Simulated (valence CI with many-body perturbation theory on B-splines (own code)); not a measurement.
# Rb²²⁺: calculated level list

Computed by valence CI with perturbative core correlation (CI+MBPT): five valence electrons over a frozen Dirac-Fock core [Ne], radial functions for each j: 11 s, 11 p, 10 d, 8 f, 5 g, 2 h, with the one-electron correlation potential Σ1 (screened to all orders), the two-electron term Σ2, the three-electron term Σ3, Breit, model QED; selected single and double excitations, second order for the rest, scaled by the run's own slope (own B-spline code, finite nucleus).

No measured spectrum was set against this ion. As an estimate, levels of excited configurations hold to 0.05 to 0.15 % of their energy, terms of the ground configuration to about 0.5 %. Among the levels kept, up to 3400 cm⁻¹ of a level comes from second order outside the variational space, and about a tenth of that is noise between levels of different J, which matters for small intervals.

Levels 136 to 170 of 170, with energies above the lowest level, 3s²3p³ ⁴S°_3/2. "Leading %" is the weight of the configuration and term that name the level; weights of strongly mixed levels are sums over their largest components and can fall short. Lifetimes count E1, E2, E3, M1 and M2 decay at the calculated energies, and are blank where another channel may lead or the interval is too uncertain; long ones can be off by a factor of two.

```
No.  Configuration  Term    J  E (eV)  Leading %  Lifetime      g
136       3s²3p3d²   ⁴D°  5/2  227.42         45   3.73 ps  1.281
137       3s²3p3d²   ⁴D°  7/2  227.74         72   4.06 ps  1.389
138       3s²3p3d²   ²G°  9/2  228.11         55   6.60 ps  1.129
139       3s²3p3d²   ⁴D°  3/2  228.22         39   3.53 ps  1.115
140       3s²3p3d²   ⁴D°  1/2  229.42         49   3.82 ps  0.392
141        3s3p³3d   ²D°  3/2  230.22         30   3.63 ps  0.994
142        3s3p³3d   ²D°  5/2  230.26         40   4.92 ps  1.223
143        3s3p³3d   ²S°  1/2  230.47         36   3.67 ps  1.759
144       3s²3p3d²   ²P°  1/2  232.58         69   5.87 ps  0.606
145        3s3p³3d   ²D°  3/2  234.47         21   3.23 ps  1.334
146       3s²3p3d²   ²F°  7/2  234.51         53   5.43 ps  1.064
147       3s²3p3d²   ²F°  5/2  235.17         49   3.99 ps  0.921
148       3s²3p3d²   ⁴S°  3/2  235.44         46   3.13 ps  1.681
149       3s²3p3d²   ²D°  3/2  239.23         40   3.35 ps  0.971
150       3s²3p3d²   ²G°  7/2  239.24         40   3.65 ps  1.046
151          3p⁴3d    ⁴D  5/2  240.90         43   38.7 ps  1.295
152          3p⁴3d    ⁴D  3/2  240.97         32   45.5 ps  0.947
153       3s²3p3d²   ²D°  5/2  241.21         54   3.88 ps  1.145
154       3s²3p3d²   ²G°  9/2  241.46         89   4.17 ps  1.110
155       3s²3p3d²   ²P°  1/2  241.51         44   3.05 ps  0.685
156       3s3p²3d²    ⁶G  3/2  242.42         72    107 ps  0.289
157          3p⁴3d    ⁴D  1/2  242.67         32   32.9 ps  0.666
158          3p⁴3d    ⁴D  7/2  242.86         51   30.7 ps  1.367
159       3s²3p3d²   ²P°  3/2  242.87         71   5.78 ps  1.308
160       3s3p²3d²    ⁶G  5/2  243.91         82    147 ps  0.925
161       3s²3p3d²   ²F°  5/2  244.67         69   4.50 ps  0.884
162       3s²3p3d²   ²F°  7/2  245.64         48   4.59 ps  1.039
163       3s3p²3d²    ⁶G  7/2  246.03         82    136 ps  1.180
164       3s²3p3d²   ²D°  5/2  247.34         87   3.70 ps  1.202
165       3s²3p3d²   ²D°  3/2  247.61         78   3.31 ps  0.856
166          3p⁴3d    ⁴F  9/2  247.94         49   29.6 ps  1.272
167       3s3p²3d²    ⁶G  9/2  248.79         82    162 ps  1.293
168          3p⁴3d    ⁴P  1/2  249.23         25   61.4 ps  2.434
169          3p⁴3d    ²D  3/2  249.48         24   43.8 ps  1.196
170          3p⁴3d    ²G  7/2  249.79         32   26.3 ps  1.067
```

Names give the largest LS component (configuration and term), which can be under half, so a name can repeat, a term be missing and a line seem to break the LS rules; names also repeat where a configuration has a term twice.

Where two levels of one J and parity lie close, their mixing, g and order are uncertain.
